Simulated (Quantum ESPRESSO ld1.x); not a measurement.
Results of a calculation; reference values are marked as such.
One sound ld1.x (Quantum ESPRESSO 7.5) input for neutral lutetium gives E = -13848.2004 hartree in 26 iterations:

```
 &input
    zed=71.0,
    iswitch=1,
    rel=0,
    dft='PW',
    config='[Xe] 4f14 5d1 6s2',
    prefix='ld1',
    max_out_wfc=37,
    file_charge='ld1.rho',
 /
```

Changed or added lines, one case at a time, and what came of them:

- rmax=5000.0: harmless. The energy moves by less than 1e-5 hartree against the default mesh (-13848.2004 hartree).
- dft='LDA+U': refused. The program stops in set_dft_from_name with "LDA+U: unrecognized dft": the name is not a functional that the program knows.
- config='[Xe] 4f14 5d1 6s2 7p3': not converged. The string holds 74 electrons for Z = 71, so the species has charge -3 and is not the one meant. The extra electrons are not bound, and the cycle does not converge.
- config='[Xe] 4f14 5d1 6s2 5g1': refused. The program stops in el_config with "l not found:G": the config string knows s, p, d and f alone.
- tr2=1e-2: inaccurate. The cycle stops early, after 5 iterations, and the energy is off by -2.361 hartree against the sound run.
- isic=1 latt=1: refused. The program stops in ld1_readin with "isic and latter correction not allowed": the two corrections exclude each other.
- tr2=1e-22: usable despite the warning. The threshold lies below the rounding noise, so the cycle runs to its limit and warns, but the energy differs from the sound run by less than 1e-5 hartree.
